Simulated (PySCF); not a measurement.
Atoms are numbered as in `[CH3:1][C:2](=[O:3])[O:4][C:5]([CH3:6])([CH3:7])[CH3:8]`. Hydrogens are named by the atom that carries them.

GIAO shifts from PySCF on PBE0-D3(BJ)/def2-SVP geometries (one conformer, non-relativistic, equivalent nuclei averaged), against TMS at the same level and in the same medium; PCM means IEF-PCM chloroform.

Measured (solution, not stated per compound (mostly CDCl3 or CCl4); Pretsch, Buehlmann, Badertscher, Structure Determination of Organic Compounds, 4th ed. (2009)): C5 79.9, C6/C7/C8 28.1, H(C6)/H(C7)/H(C8) 1.45 ppm.

Task: Which unscaled values do CAM-B3LYP/pcSseg-1, gas; PBE0/pcSseg-1, PCM; WP04/pcSseg-1, PCM; wB97X-D/pcSseg-1, PCM give, and how close are they?

Result: 
```
            atoms  measured  CAM-B3LYP/pcSseg-1, gas  PBE0/pcSseg-1, PCM  WP04/pcSseg-1, PCM  wB97X-D/pcSseg-1, PCM
               C5      79.9                     78.9                79.3                85.6                   79.2
         C6/C7/C8      28.1                     28.8                28.6                28.5                   29.0
H(C6)/H(C7)/H(C8)      1.45                     1.44                1.45                1.44                   1.45
```

Mean absolute error for ¹³C: CAM-B3LYP/pcSseg-1, gas 0.8, PBE0/pcSseg-1, PCM 0.6, WP04/pcSseg-1, PCM 3.0, wB97X-D/pcSseg-1, PCM 0.8 ppm.

Mean absolute error for ¹H: CAM-B3LYP/pcSseg-1, gas 0.01, PBE0/pcSseg-1, PCM 0.00, WP04/pcSseg-1, PCM 0.01, wB97X-D/pcSseg-1, PCM 0.00 ppm.
